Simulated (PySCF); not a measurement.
C3H8N, doublet, geometry from GFN2-xTB; M062X/def2-SV(P) in PySCF.

Here is a job for PySCF.
```python
from pyscf import gto, scf, dft

mol = gto.Mole()
mol.atom = '''
    C    -1.079160    0.804717    0.469369
    C    -0.048364   -0.005938   -0.328049
    C     1.394288    0.341077    0.076155
    N    -0.217119   -1.390650   -0.337606
    H    -0.899616    1.871028    0.355662
    H    -1.006001    0.550293    1.525219
    H    -2.089542    0.583745    0.128694
    H    -0.140417    0.303640   -1.393142
    H     1.604981    1.388797   -0.120265
    H     1.528821    0.142308    1.136300
    H     2.086945   -0.280873   -0.482225
    H    -1.165927   -1.663528   -0.091855
'''
mol.basis = 'def2-sv(p)'
mol.charge = 0
mol.spin = 1
mol.verbose = 4
mol.build()

mf = dft.UKS(mol)
mf.xc = 'm062x'
mf.kernel()
```

Problem. Write the output that PySCF gives for this input, abridged.

Solution. 
```
PySCF version 2.14.0

[INPUT] verbose = 4
[INPUT] num. atoms = 12
[INPUT] num. electrons = 33
[INPUT] charge = 0
[INPUT] spin (= nelec alpha-beta = 2S) = 1
[INPUT] symmetry False subgroup None
[INPUT] Mole.unit = angstrom
[INPUT] Symbol           X                Y                Z      unit          X                Y                Z       unit  Magmom
[INPUT]  1 C     -1.079160000000   0.804717000000   0.469369000000 AA   -2.039316844586   1.520694737782   0.886978861361 Bohr   0.0
[INPUT]  2 C     -0.048364000000  -0.005938000000  -0.328049000000 AA   -0.091394714288  -0.011221193728  -0.619922765437 Bohr   0.0
[INPUT]  3 C      1.394288000000   0.341077000000   0.076155000000 AA    2.634822458768   0.644542117388   0.143912093016 Bohr   0.0
[INPUT]  4 N     -0.217119000000  -1.390650000000  -0.337606000000 AA   -0.410295446439  -2.627947635126  -0.637982878010 Bohr   0.0
[INPUT]  5 H     -0.899616000000   1.871028000000   0.355662000000 AA   -1.700027857277   3.535730491393   0.672103772915 Bohr   0.0
[INPUT]  6 H     -1.006001000000   0.550293000000   1.525219000000 AA   -1.901066371039   1.039903058265   2.882246189983 Bohr   0.0
[INPUT]  7 H     -2.089542000000   0.583745000000   0.128694000000 AA   -3.948662105776   1.103118176584   0.243196413875 Bohr   0.0
[INPUT]  8 H     -0.140417000000   0.303640000000  -1.393142000000 AA   -0.265349673233   0.573796440463  -2.632656832629 Bohr   0.0
[INPUT]  9 H      1.604981000000   1.388797000000  -0.120265000000 AA    3.032974525131   2.624445972618  -0.227267912371 Bohr   0.0
[INPUT] 10 H      1.528821000000   0.142308000000   1.136300000000 AA    2.889052983484   0.268923145335   2.147295795343 Bohr   0.0
[INPUT] 11 H      2.086945000000  -0.280873000000  -0.482225000000 AA    3.943754487030  -0.530773045785  -0.911273180418 Bohr   0.0
[INPUT] 12 H     -1.165927000000  -1.663528000000  -0.091855000000 AA   -2.203282711236  -3.143612320545  -0.173580793172 Bohr   0.0

nuclear repulsion = 127.480251517192
number of shells = 40
number of NR pGTOs = 128
number of NR cGTOs = 72
basis = def2-sv(p)
ecp = {}

******** <class 'pyscf.dft.uks.UKS'> ********
method = UKS
initial guess = minao
damping factor = 0
level_shift factor = 0
DIIS = <class 'pyscf.scf.diis.CDIIS'>
diis_start_cycle = 1
diis_space = 8
diis_damp = 0
SCF conv_tol = 1e-09
SCF conv_tol_grad = None
SCF max_cycles = 50
direct_scf = True
direct_scf_tol = 1e-13
number electrons alpha = 17  beta = 16
XC library pyscf.dft.libxc version 7.1.2
    S. Lehtola, C. Steigemann, M. J. T. Oliveira, and M. A. L. Marques,  SoftwareX 7, 1–5 (2018)
XC functionals = m062x
    Y. Zhao and D. G. Truhlar,  Theor. Chem. Acc. 120, 215 (2008)
    Y. Zhao and D. G. Truhlar,  Theor. Chem. Acc. 120, 215 (2008)
radial grids:
    Treutler-Ahlrichs [JCP 102, 346 (1995); DOI:10.1063/1.469408] (M4) radial grids

becke partition: Becke, JCP 88, 2547 (1988); DOI:10.1063/1.454033
pruning grids: <function nwchem_prune>
grids dens level: 3
symmetrized grids: False
atomic radii adjust function: <function treutler_atomic_radii_adjust>
small_rho_cutoff = 0
Set gradient conv threshold to 3.16228e-05
tot grids = 134720
init E= -173.896495883376

cycle= 1 E= -173.534145493407  delta_E= 0.362  |g|= 0.211  |ddm|= 2.24
cycle= 2 E= -173.555893351751  delta_E= -0.0217  |g|= 0.149  |ddm|= 0.404
cycle= 3 E= -173.566654312175  delta_E= -0.0108  |g|= 0.0288  |ddm|= 0.199
cycle= 4 E= -173.567595510657  delta_E= -0.000941  |g|= 0.0127  |ddm|= 0.0469
cycle= 5 E= -173.567762171159  delta_E= -0.000167  |g|= 0.0059  |ddm|= 0.0286
cycle= 6 E= -173.56779758936  delta_E= -3.54e-05  |g|= 0.00141  |ddm|= 0.00963
cycle= 7 E= -173.567800273099  delta_E= -2.68e-06  |g|= 0.000307  |ddm|= 0.00373
cycle= 8 E= -173.567800424551  delta_E= -1.51e-07  |g|= 0.000143  |ddm|= 0.000808
cycle= 9 E= -173.56780046728  delta_E= -4.27e-08  |g|= 8.25e-05  |ddm|= 0.000378
cycle= 10 E= -173.56780048693  delta_E= -1.96e-08  |g|= 4.99e-05  |ddm|= 0.000246
cycle= 11 E= -173.567800501148  delta_E= -1.42e-08  |g|= 3.04e-05  |ddm|= 0.00026
cycle= 12 E= -173.567800509859  delta_E= -8.71e-09  |g|= 9.45e-06  |ddm|= 0.000325
cycle= 13 E= -173.56780051053  delta_E= -6.71e-10  |g|= 3.24e-06  |ddm|= 9.25e-05
Extra cycle  E= -173.56780051055  delta_E= -1.99e-11  |g|= 1.8e-06  |ddm|= 9.09e-06
converged SCF energy = -173.56780051055  <S^2> = 0.75375538  2S+1 = 2.0037519
```
